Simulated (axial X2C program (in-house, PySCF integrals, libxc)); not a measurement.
Low determinants of TaH⁺ at the PBE0 level, scalar-relativistic

Computed with an axial X2C code built on PySCF integrals. Spin-free means the one-electron spin-free X2C Hamiltonian. Basis: Ta dyall-cv3z [13s14p9d7f4g], H dyall-v3z [6s2p1d] (cores contracted in-house); Gaussian nuclei, density fitting, unrestricted open shells. Masses: Ta 180.948 u, H 1.008 u.

Search at 1.718 Å (vertical energies from the lowest determinant):

```tsv
ΔE (eV)	state	electrons beyond evenly filled partner blocks	electrons in σ, π, δ, φ
0.00	M_S = 3/2, Λ = 0	σα, δ+α, δ-α	27 28 14 4
0.08	M_S = 3/2, Λ = 3	σα, π+α, δ+α	27 29 13 4
0.20	M_S = 3/2, Λ = 1	σα, π-α, δ+α	27 29 13 4
0.51	M_S = 3/2, Λ = 0	σα, π+α, π-α	27 30 12 4
0.65	M_S = 3/2, Λ = 2	π+α, π-α, δ+α	26 30 13 4
0.78	M_S = 3/2, Λ = 1	π+α, δ+α, δ-α	26 29 14 4
0.82	M_S = 1/2, Λ = 1	σα, π-β, δ+α	27 29 13 4
```

Lowest determinant, M_S = 3/2, Λ = 0 (beyond evenly filled blocks: σα, δ+α, δ-α): Re = 1.737 Å, ωe = 1965.7 cm⁻¹.

The determinant in row 2 of the search, M_S = 3/2, Λ = 3 (beyond evenly filled blocks: σα, π+α, δ+α), was followed along the bond at PBE0; measured from the minimum of the lowest determinant it gives:

Te = 0.081 eV (651 cm⁻¹), Re = 1.716 Å, ωe = 1980.1 cm⁻¹.

Q: Compare the bond of the determinant in row 2 with that of the lowest one.

A: At PBE0 its Re is 0.021 Å shorter and its force constant, which goes as ωe², is 1.01 times that of the lowest determinant. T0 ≈ Te + Δωe/2 = 651 + (7) = 658 cm⁻¹.

The search compares states at one distance, so a state with another bond length can lie lower; it is not exhaustive and yields mostly the lowest determinant of each block pattern, so other components and higher states of one pattern are missing. These are energies of single determinants, not of spin-adapted states; PBE0 term energies can be off by some tenths of an eV, and the functional has no current term. The lowest determinant need not be the ground state where others lie within half an eV. Spin–orbit coupling is large for these atoms, so the spin-free order is a model.
